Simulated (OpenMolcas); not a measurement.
## Te4+: effect of the active space

| Property | Result |
| --- | --- |
| Program | OpenMolcas 26.06 |
| Method | SS-CASPT2 or its RAS form, IPEA 0.25 Eh, imaginary shift 0.1 Eh |
| Basis | ANO-R2 |
| Scalar Hamiltonian | X2C, finite nucleus |
| Spin-orbit coupling | state interaction with AMFI integrals over the reference wave functions, term energies averaged over their components |

A. 2 electrons in 4 orbitals (5s 5p); 2S+1 = 3 even, 3 roots; 2S+1 = 1 even, 7 roots; 2S+1 = 3 odd, 3 roots; 2S+1 = 1 odd, 3 roots; closed shells correlated: 4d; CASPT2 step roughly 3 core-seconds
B. 2 electrons in 8 orbitals (5s 5p 6s 6p); 2S+1 = 3 even, 3 roots; 2S+1 = 1 even, 7 roots; 2S+1 = 3 odd, 3 roots; 2S+1 = 1 odd, 3 roots; closed shells correlated: 4d; CASPT2 step roughly 5 core-seconds
C. 2 electrons in 9 orbitals (RAS2 5s 5p; RAS3 5d, at most 2 electrons); 2S+1 = 3 even, 3 roots; 2S+1 = 1 even, 7 roots; 2S+1 = 3 odd, 3 roots; 2S+1 = 1 odd, 3 roots; closed shells correlated: 4d; CASPT2 step about 7 core-seconds

Energies in cm⁻¹ above 5s² ¹S₀, the measured ground level; measured values from Moore, Atomic Energy Levels, vol. III, NSRDS-NBS 35 (1971 reprint of NBS Circular 467, 1958).

| Level | A | B | C | Measured |
| --- | --- | --- | --- | --- |
| 5s² ¹S₀ | 0.0 | 0.0 | 0.0 | 0.0 |
| 5s 5p ³P°₀ | 74840 | 74620 | 75340 |  |
| 5s 5p ³P°₁ | 77450 | 77220 | 77930 |  |
| 5s 5p ³P°₂ | 84310 | 84090 | 84780 |  |
| 5s 5p ¹P°₁ | 109150 | 108730 | 109710 | 111707 |
| 5p² ³P₀ | 175630 | 175450 | 176150 | 176248 |
| 5p² ³P₁ | 180820 | 180530 | 181240 | 182419 |
| 5p² ¹D₂ [52 %] | 182400 | 181510 | 182180 |  |

Deviations, from unrounded energies. A percentage is the sum of absolute deviations over the sum of measured energies, with the sign that they share, or ± where signs differ.

```json
{"Against measurement": "mean absolute deviation (cm-1)", "Levels": "3", "A": "1600", "B": "1900", "C": "1100"}
{"Against measurement": "other configurations (%)", "Levels": "3", "A": "-1.0", "B": "-1.2", "C": "-0.7"}
```

C lies closest to measurement on these levels and B furthest from it. The largest miss of C in the table is 5s 5p ¹P°₁, by -2000 cm-1. The ranking rests on the paired levels alone, and a cruder setting can come out closer through cancelling errors.

Among A to C the level of the table that moves most is 5s 5p ¹P°₁, by 970 cm-1 (lowest in B, highest in C). Moves below CASPT2's spread within the term are not significant.

Term energies are means over components that CASPT2 splits; among the terms shown or strongly mixed into the levels shown the widest spread is 15 cm-1 (5p² ¹D, B). Over all roots computed the reference weight is 0.89 to 0.95 in A, 0.88 to 0.95 in B; the roots of lowest weight are the least certain, and an intruder state may touch them. The ¹D term of p² mixes with s d, which this space lacks (holds for A; B). Active for correlation alone: 6p 6s; no level in the range computed is led by a configuration that fills them, so any true level of that kind is missing (holds for B). Active for correlation alone: 5d; no level in the range computed is led by a configuration that fills it, so any true level of that kind is missing (holds for C). Measured partners are found by configuration, term and J. A level has none where our copy of the source lacks it or the pairing is in doubt (some pairs that miss far off the trend of their configuration count as doubtful), and it then counts in no deviation. Only configurations of the active space appear. Levels that lie high or do not pair safely by name in every column are left out.

A share in square brackets marks a mixed level and gives the weight of the term that names it, the lowest over the columns. ° marks odd parity.
